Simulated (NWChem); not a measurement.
All runs are NWChem calculations. System: O2Se, charge 0, spin multiplicity 1, displaced from the optimised geometry. Level: RHF/def2-SVP, spin-restricted.

Part of the output:

```
             Northwest Computational Chemistry Package (NWChem) 7.3.0
             --------------------------------------------------------

                                NWChem Input Module
                                -------------------

 Scaling coordinates for geometry "geometry" by  1.889725989
 (inverse scale =  0.529177249)

                             Geometry "geometry" -> ""
                             -------------------------

 Output coordinates in angstroms (scale by  1.889725989 to convert to a.u.)

  No.       Tag          Charge          X              Y              Z
 ---- ---------------- ---------- -------------- -------------- --------------
    1 O                    8.0000     2.70466200     0.00000000     1.44575900
    2 Se                  34.0000     0.00000000     0.00000000    -0.27538300
    3 O                    8.0000    -1.35233100     0.00000000     0.58518800

 Effective nuclear repulsion energy (a.u.)     142.8598149766

            Nuclear Dipole moment (a.u.)
            ----------------------------
        X                 Y               Z
 ---------------- ---------------- ----------------
    20.4442802869     0.0000000000    13.0099206136


 Summary of "ao basis" -> "" (spherical)
 ------------------------------------------------------------------------------
       Tag                 Description            Shells   Functions and Types
 ---------------- ------------------------------  ------  ---------------------
 *                          def2-svp                  on all atoms

 Summary of "ao basis" -> "ao basis" (spherical)
 ------------------------------------------------------------------------------
       Tag                 Description            Shells   Functions and Types
 ---------------- ------------------------------  ------  ---------------------
 O                          def2-svp                 6       14   3s2p1d
 Se                         def2-svp                12       32   5s4p3d

                                 NWChem SCF Module
                                 -----------------

  ao basis        = "ao basis"
  functions       =    60
  atoms           =     3
  closed shells   =    25
  open shells     =     0
  charge          =   0.00
  wavefunction    = RHF
  use symmetry    = F
  symmetry adapt  = F

 Summary of "ao basis" -> "ao basis" (spherical)
 ------------------------------------------------------------------------------
       Tag                 Description            Shells   Functions and Types
 ---------------- ------------------------------  ------  ---------------------
 O                          def2-svp                 6       14   3s2p1d
 Se                         def2-svp                12       32   5s4p3d

 Forming initial guess at       0.1s

      Superposition of Atomic Density Guess
      -------------------------------------

 Sum of atomic energies:       -2548.89409298

      Non-variational initial energy
      ------------------------------

 Total energy =   -2548.500420
 1-e energy   =   -3834.523521
 2-e energy   =    1143.163286
 HOMO         =      -0.370377
 LUMO         =      -0.187898

 Starting SCF solution at       0.4s

 ----------------------------------------------
         Quadratically convergent ROHF

 Convergence threshold     :          1.000E-07
 Maximum no. of iterations :          100
 Final Fock-matrix accuracy:          1.000E-09
 ----------------------------------------------

              iter       energy          gnorm     gmax       time
             ----- ------------------- --------- --------- --------
                 1    -2547.7347317078  2.61D+00  1.06D+00      0.4
                 2    -2548.3248975720  1.86D+00  8.89D-01      0.4
                 3    -2548.5371805651  1.87D+00  9.20D-01      0.5
                 4    -2548.7440950021  7.37D-01  2.29D-01      0.5
                 5    -2548.8074690322  4.11D-01  1.94D-01      0.5
                 6    -2548.8199279940  1.52D-01  8.47D-02      0.5
                 7    -2548.8221299982  9.14D-03  5.20D-03      0.5
  ga_iter_lsolve: convergence stagnant ... aborting solve

 Disabled NR: increased maxiter to 110

                 8    -2548.8221560336  1.22D-02  3.36D-03      0.6
[...]
                19    -2548.8222555765  4.50D-04  1.44D-04      0.7
                20    -2548.8222556426  4.74D-04  1.83D-04      0.7
                21    -2548.8222556745  4.19D-04  1.39D-04      0.7
                22    -2548.8222557365  8.05D-04  2.27D-04      0.7
                23    -2548.8222558552  8.70D-04  2.39D-04      0.8
                24    -2548.8222559820  1.04D-03  3.20D-04      0.8
                25    -2548.8222560777  5.86D-04  2.14D-04      0.8
                26    -2548.8222561126  3.31D-04  1.28D-04      0.8
                27    -2548.8222561209  1.82D-04  6.41D-05      0.8
                28    -2548.8222561236  1.26D-04  3.23D-05      0.8
                29    -2548.8222561253  8.38D-05  2.36D-05      0.8
                30    -2548.8222561258  4.79D-05  1.24D-05      0.8
                31    -2548.8222561260  2.94D-05  9.53D-06      0.8
                32    -2548.8222561262  5.06D-05  1.62D-05      0.9
                33    -2548.8222561268  7.60D-05  1.84D-05      0.9
                34    -2548.8222561283  7.57D-05  1.86D-05      0.9
                35    -2548.8222561288  4.56D-05  1.86D-05      0.9
                36    -2548.8222561292  2.41D-05  8.88D-06      0.9
                37    -2548.8222561292  1.83D-05  6.23D-06      0.9
                38    -2548.8222561293  4.77D-06  1.37D-06      1.0
                39    -2548.8222561293  2.61D-06  7.83D-07      1.0
                40    -2548.8222561293  2.13D-06  6.22D-07      1.0
                41    -2548.8222561292  2.76D-06  6.13D-07      1.0
                42    -2548.8222561292  2.78D-06  9.53D-07      1.0
                43    -2548.8222561293  5.59D-06  1.33D-06      1.0
                44    -2548.8222561293  5.28D-06  1.52D-06      1.1
                45    -2548.8222561293  2.14D-06  5.99D-07      1.1
                46    -2548.8222561293  8.04D-07  3.00D-07      1.1
                47    -2548.8222561293  3.91D-07  9.94D-08      1.1
                48    -2548.8222561293  3.52D-07  9.52D-08      1.1
                49    -2548.8222561293  1.24D-07  3.27D-08      1.1
                50    -2548.8222561293  7.19D-08  2.90D-08      1.1

       Final RHF  results
       ------------------

         Total SCF energy =  -2548.822256129271
      One-electron energy =  -3832.780006980464
      Two-electron energy =   1141.097935874577
 Nuclear repulsion energy =    142.859814976616

        Time for solution =      0.7s

             Final eigenvalues
             -----------------

              1
    1 -460.8885
    2  -60.7147
    3  -54.3320
    4  -54.3303
    5  -54.3290
    6  -20.6790
    7  -20.6228
    8   -8.9981
    9   -6.7372
   10   -6.7336
   11   -6.7227
   12   -2.7307
   13   -2.7283
   14   -2.7162
   15   -2.7121
   16   -2.7100
   17   -1.3512
   18   -1.2169
   19   -0.8540
   20   -0.6017
   21   -0.5808
   22   -0.5650
   23   -0.5642
   24   -0.5181
   25   -0.3550
   26   -0.0377
   27    0.0134
   28    0.1520
   29    0.3710
   30    0.6129
   31    0.6175
   32    0.6397
   33    0.6531
   34    0.6832
   35    0.7181

                       ROHF Final Molecular Orbital Analysis
                       -------------------------------------

 Vector   23  Occ=2.000000D+00  E=-5.642315D-01
              MO Center=  2.6D+00,  1.1D-15,  1.4D+00, r^2= 1.1D+00
   Bfn.  Coefficient  Atom+Function         Bfn.  Coefficient  Atom+Function
  ----- ------------  ---------------      ----- ------------  ---------------
     6      0.608217  1 O  pz                 9      0.424948  1 O  pz
     4     -0.265697  1 O  px                 7     -0.185429  1 O  px

 Vector   24  Occ=2.000000D+00  E=-5.181466D-01
              MO Center= -8.9D-01,  1.9D-15,  3.0D-01, r^2= 1.4D+00
   Bfn.  Coefficient  Atom+Function         Bfn.  Coefficient  Atom+Function
  ----- ------------  ---------------      ----- ------------  ---------------
    51      0.461662  3 O  py                54      0.363777  3 O  py
    30      0.304999  2 Se py                27      0.303329  2 Se py
    24     -0.195343  2 Se py

 Vector   25  Occ=2.000000D+00  E=-3.549936D-01
              MO Center= -9.3D-02,  1.8D-16, -1.4D-01, r^2= 2.1D+00
   Bfn.  Coefficient  Atom+Function         Bfn.  Coefficient  Atom+Function
  ----- ------------  ---------------      ----- ------------  ---------------
    31      0.501547  2 Se pz                28      0.414546  2 Se pz
    29      0.318653  2 Se px                52     -0.269425  3 O  pz
    26      0.259411  2 Se px                25     -0.251683  2 Se pz
    55     -0.251188  3 O  pz                50     -0.168187  3 O  px
    23     -0.157871  2 Se px                53     -0.157657  3 O  px

 Vector   26  Occ=0.000000D+00  E=-3.773774D-02
              MO Center= -3.2D-01,  1.4D-15, -6.9D-02, r^2= 2.2D+00
   Bfn.  Coefficient  Atom+Function         Bfn.  Coefficient  Atom+Function
  ----- ------------  ---------------      ----- ------------  ---------------
    30      0.634029  2 Se py                54     -0.409849  3 O  py
    27      0.375468  2 Se py                51     -0.372295  3 O  py
    24     -0.248584  2 Se py

 Vector   27  Occ=0.000000D+00  E= 1.340525D-02
              MO Center=  2.6D+00, -1.1D-16,  1.4D+00, r^2= 1.2D+00
   Bfn.  Coefficient  Atom+Function         Bfn.  Coefficient  Atom+Function
  ----- ------------  ---------------      ----- ------------  ---------------
     7      0.543058  1 O  px                 4      0.495586  1 O  px
     9      0.235447  1 O  pz                 6      0.213685  1 O  pz
    18      0.181576  2 Se s

 Vector   28  Occ=0.000000D+00  E= 1.520483D-01
              MO Center= -1.2D-01,  5.0D-16, -2.0D-01, r^2= 2.6D+00
   Bfn.  Coefficient  Atom+Function         Bfn.  Coefficient  Atom+Function
  ----- ------------  ---------------      ----- ------------  ---------------
    29      1.027588  2 Se px                49      0.883565  3 O  s
    19     -0.751502  2 Se s                 31     -0.653063  2 Se pz
    53      0.437416  3 O  px                55     -0.278415  3 O  pz
    50      0.232609  3 O  px                26      0.179952  2 Se px

 center of mass
 --------------
 x =   0.36855329 y =   0.00000000 z =   0.18320065

 moments of inertia (a.u.)
 ------------------
         156.600849279444           0.000000000000        -170.660791523549
           0.000000000000         663.830567371800           0.000000000000
        -170.660791523549           0.000000000000         507.229718092356

  Mulliken analysis of the total density
  --------------------------------------

    Atom       Charge   Shell Charges
 -----------   ------   -------------------------------------------------------
    1 O    8     8.04   1.99  1.19  0.81  2.48  1.56  0.00
    2 Se  34    33.48   2.00  2.00  2.00  1.39  0.52  6.00  5.98  1.74  1.70  8.22  1.75  0.19
    3 O    8     8.48   1.99  1.12  0.80  2.69  1.87  0.02

       Multipole analysis of the density wrt the origin
       ------------------------------------------------

     L   x y z        total         open         nuclear
     -   - - -        -----         ----         -------
     0   0 0 0     -0.000000      0.000000     50.000000

     1   1 0 0      0.614266      0.000000     20.444280
     1   0 1 0      0.000000      0.000000      0.000000
     1   0 0 1     -0.704624      0.000000     13.009921

     2   2 0 0    -23.379039      0.000000    261.230373
     2   1 1 0      0.000000      0.000000      0.000000
     2   1 0 1      0.091773      0.000000     89.102956
     2   0 2 0    -19.289249      0.000000      0.000000
     2   0 1 1      0.000000      0.000000      0.000000
     2   0 0 2    -22.547591      0.000000     78.705292

 Task  times  cpu:        1.1s     wall:        1.1s

 Total times  cpu:        1.2s     wall:        1.2s
```

Question: Write an NWChem input that would produce this output.

Answer: One answer among several that fit: 
```
start mol
memory heap 200 mb stack 900 mb global 1100 mb
geometry units angstroms nocenter noautoz noautosym
  O      2.704662     0.000000     1.445759
  Se     0.000000     0.000000    -0.275383
  O     -1.352331     0.000000     0.585188
end
basis spherical
  * library def2-svp
end
scf
  rhf
  nopen 0
  maxiter 100
  thresh 1e-7
  semidirect memsize 60000000 filesize 0
end
task scf energy
```
